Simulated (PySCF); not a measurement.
## Electric field gradients and quadrupole coupling constants

Species: C₂H₆O₃Si.
Numbering: `[CH3:1][C:2](=[O:3])[O:4][SiH2:5][OH:6]` (hydrogens: H7, H8, H9 on C1; H10, H11 on Si5; H12 on O6)

Cartesian coordinates in Å at the GFN2-xTB level; atoms count from 1:
```
atom  x, y, z in Å
C1     2.101    0.040    0.190
C2     0.631   -0.256    0.318
O3     0.175   -1.092    1.060
O4    -0.108    0.489   -0.481
Si5   -1.776    0.456   -0.671
O6    -2.437   -0.685    0.255
H7     2.634   -0.345    1.055
H8     2.474   -0.453   -0.706
H9     2.258    1.109    0.082
H10   -2.181    1.784   -0.238
H11   -1.936    0.132   -2.080
H12   -1.833   -1.181    0.822
```

Field gradients from the PBE0/pcSseg-1 density (PySCF, non-relativistic), principal values in atomic units, ordered |Vxx| ≤ |Vyy| ≤ |Vzz|:

```tsv
atom	Vxx	Vyy	Vzz
O3	0.7226	0.8841	-1.6066
O4	-0.5881	-0.8053	1.3933
O6	-0.3017	-1.0724	1.3740
```

Question: Find the asymmetry η = (Vxx − Vyy)/Vzz and the couplings χ = eQV/h (234.96 MHz × Q in barn × V in au), with Q(17O) = −0.0256 b.

Answer: 
| atom | environment | nucleus | η | χzz (MHz) | χxx (MHz) | χyy (MHz) |
| --- | --- | --- | --- | --- | --- | --- |
| O3 | carbonyl oxygen | 17O | 0.10 | 9.66 | -4.35 | -5.32 |
| O4 | oxygen singly bound to a carbonyl carbon | 17O | 0.16 | -8.38 | 3.54 | 4.84 |
| O6 | silanol oxygen | 17O | 0.56 | -8.26 | 1.81 | 6.45 |

Question: What is Vzz at O6 in SI units (1 au = 9.71736 × 10²¹ V/m²)?

Answer: 1.3740 au = 13.352 × 10²¹ V/m².

Question: What couplings would deuterons (Q(2H) = 0.00286 b) have in place of the hydrogens, at this geometry?

Answer: 
| atom | bonded to | bond length (Å) | Vzz (au) | η | χzz (kHz) |
| --- | --- | --- | --- | --- | --- |
| H7 | C1 | 1.086 | 0.3127 | 0.02 | 210 |
| H8 | C1 | 1.089 | 0.3114 | 0.04 | 209 |
| H9 | C1 | 1.086 | 0.3130 | 0.03 | 210 |
| H10 | Si5 | 1.455 | 0.1620 | 0.02 | 109 |
| H11 | Si5 | 1.454 | 0.1625 | 0.02 | 109 |
| H12 | O6 | 0.965 | 0.4437 | 0.06 | 298 |

Isolated species at its GFN2-xTB geometry (one conformer only). GFN2-xTB bond lengths can be off by several hundredths of an ångström, more for odd bonds, and the gradients follow them. With a basis this small, the couplings can be 20 % off.
